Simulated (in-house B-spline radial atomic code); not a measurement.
# Ionising Sr7+ with different functionals

Computed with a B-spline radial code for spherical atoms: four-component Dirac-Coulomb Hamiltonian, Fermi nucleus of rms radius 4.224 fm, spin-restricted, spherical fractional occupations for the functionals. The ionisation energy is the difference of two self-consistent energies, [Ar] 3d10 4s2 4p1 → [Ar] 3d10 4s2, without Breit or QED terms; ε is the level of the shell that loses the electron (mean over j). The electron is taken from both j subshells in proportion to 2j + 1, so the result is a j average, not the step between ground levels.

Hybrids are left out here: with spherical fractional occupations of an open shell their exact exchange keeps a self-interaction that integer-occupation calculations don't have.

| method | rung | ΔSCF (eV) | -ε(4p) (eV) |
| --- | --- | --- | --- |
| LDA VWN5 | LDA | 120.69 | 112.30 |
| relativistic LDA | LDA | 120.64 | 112.25 |
| LDA PW92 | LDA | 120.68 | 112.29 |
| LDA exchange-only | LDA | 119.02 | 110.62 |
| PBE | GGA | 120.13 | 111.81 |
| PBEsol | GGA | 120.16 | 111.86 |
| BLYP | GGA | 120.30 | 111.89 |
| RPBE | GGA | 119.90 | 111.63 |
| PW91 | GGA | 120.33 | 111.99 |
| BP86 | GGA | 120.35 | 112.03 |
| AM05 | GGA | 120.16 | 111.86 |
| OLYP | GGA | 119.82 | 111.64 |

How do they compare with the NIST value?

NIST lists 121.21 eV ± 0.06 (semi-empirical, ground level to ground level). Errors run from -2.19 to -0.52 eV; LDA VWN5 is closest (-0.52 eV), though others lie within the uncertainty of it, and part of that can be cancellation, since the calculations leave out Breit-QED terms, spin polarisation, the choice among j levels, multiplet and fine-structure energies.
